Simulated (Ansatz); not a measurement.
Reaction (redistribution): `CBO[SiH2]C` + `CC[SiH2]O` → `C[SiH2]C[SiH2]O` + `CBOC`

Calculated with Ansatz (gas phase, PBE0-D4/def2-TZVP geometries, no zero-point term in ΔE). CCSD(T)/CBS adds triple-zeta CCSD(T) − MP2 to the extrapolated MP2 energy (def2 sets, frozen cores). Functionals use def2-TZVPP. B3LYP here is the variant with VWN-RPA as its local correlation; programs differ in this. Each species was taken in one conformer, which may not be the lowest.

Problem. Is it downhill or uphill in electronic energy at CCSD(T)/CBS, and by how much? (Estimate.)

Solution. Computed: Uphill: ΔE = +29.8 kcal/mol.

Problem. What do these levels give: PBE-D4, B3LYP-D4, ωB97X-V, ωB97M-V, B3LYP, MP2/def2-TZVPP, CCSD/def2-TZVPP, CCSD(T)/def2-TZVPP, HF/def2-QZVPP, HF/CBS(def2), MP2/CBS(def2), CCSD/CBS(def2)? (An estimate is asked.)

Solution. The calculation gave: PBE-D4 26.1, B3LYP-D4 29.1, ωB97X-V 28.7, ωB97M-V 29.0, B3LYP 29.7, MP2/def2-TZVPP 30.4, CCSD/def2-TZVPP 30.0, CCSD(T)/def2-TZVPP 29.3, HF/def2-QZVPP 33.3, HF/CBS(def2) 33.3, MP2/CBS(def2) 30.9, CCSD/CBS(def2) 30.5 kcal/mol.

Largest T1 diagnostic among the species: 0.012.

In def2-TZVPP, CCSD(T) changes the Hartree–Fock value by −3.8 kcal/mol (the triples alone add −0.7 kcal/mol) and MP2 by −2.6 kcal/mol. From PBE to PBE0 (25 % exact exchange), in def2-TZVPP and without D4, ΔE moves by +1.4 kcal/mol.
